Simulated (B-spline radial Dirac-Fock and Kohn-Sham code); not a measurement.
**Binding energies of Er at several levels of theory**

System: neutral erbium in the configuration [Xe] 4f12 6s1 6p1 (an excited configuration).

The density-functional columns are spherical, spin-unpolarised Dirac-Kohn-Sham results without Breit or QED terms: −ε is minus the orbital energy of the initial state and ΔSCF the difference of two total energies. The reference in the last column comes from multi-electron Dirac-Fock with separately optimised hole states, Breit and Lamb-shift corrections added in first order. All numbers are from a radial B-spline solver, in eV; a selection of levels is shown. For the 1s level of heavy atoms much of the gap between ΔSCF and the reference is the Breit and QED part, -263.5 eV here; for other levels the error of the functional can be larger.

```tsv
level	LDA −ε	LDA ΔSCF	Dirac-Fock
K	57244.0	57735.7	57483.7
L1	9614.2	9700.6	9758.9
L2	9162.1	9273.5	9265.3
L3	8246.3	8344.3	8358.9
M1	2154.7	2177.2	2224.4
M2	1955.6	1979.9	2009.4
M3	1763.3	1785.4	1816.2
M4	1420.9	1448.1	1453.2
M5	1378.8	1405.2	1412.0
N1	425.6	434.6	458.6
N2	346.0	354.9	372.0
N3	302.5	311.2	328.8
N4	171.1	179.6	185.8
N5	163.2	171.6	178.0
N6,7	4.86	12.04	6.91
O2	31.94	37.51	35.58
O3	26.53	31.83	30.26
P1	4.86	7.43	6.39
P2,3	1.86	3.71	3.22
```

Values without a named source are computed, but for edge energies of neutral atoms, which are taken from tables.
